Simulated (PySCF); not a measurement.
The scaffold BH2-X carries different groups X. Isolated molecules, 0 K electronic values unless said otherwise. One relaxed conformer stands for each flexible species; it need not be the lowest. Strings in code marks are SMILES. All members: neutral, multiplicity 1. Level: B3LYP-D3(BJ)/def2-TZVP // M06-2X/def2-TZVP (PySCF), beside PBE-D3(BJ)/def2-TZVP // M06-2X/def2-TZVP (PySCF) at the same geometries. B3LYP has the VWN-RPA correlation part, as in Gaussian. 

```csv
species,"HOMO–LUMO gap, PBE (eV)","HOMO–LUMO gap, B3LYP-D3(BJ) (eV)"
`BC=O` (H–B–C–O torsion 87°),2.91,4.92
`BCF` (H–B–C–F torsion 180°),4.64,withheld
`BC`,5.34,7.39
`BO[SiH3]` (H–B–O–Si torsion 0°),5.36,7.41
`BF`,5.54,7.72
`BOC` (H–B–O–C torsion 180°),5.77,7.80
`BO` (H–B–O–H torsion 0°),5.94,8.01
```

Question: Fit y = a + b·x, y being the HOMO–LUMO gap at the first level, to the 6 complete rows by least squares, with x = the PBE value in eV. Give a, b and the rms residual, and predict the withheld value.

Answer: Means of the 6 rows: x̄ = 5.1433, ȳ = 7.2083 eV. Σ(x − x̄)² = 6.2581 and Σ(x − x̄)(y − ȳ) = 6.4024, so b = 1.023 and a = ȳ − b·x̄ = 1.947 eV. The rms residual is 0.049 eV. At x = 4.64 the line gives 6.69 eV. The run for `BCF` (H–B–C–F torsion 180°) gave 6.87 eV, so the line is off by 0.18 eV, more than twice the rms residual.

Codes: PySCF.
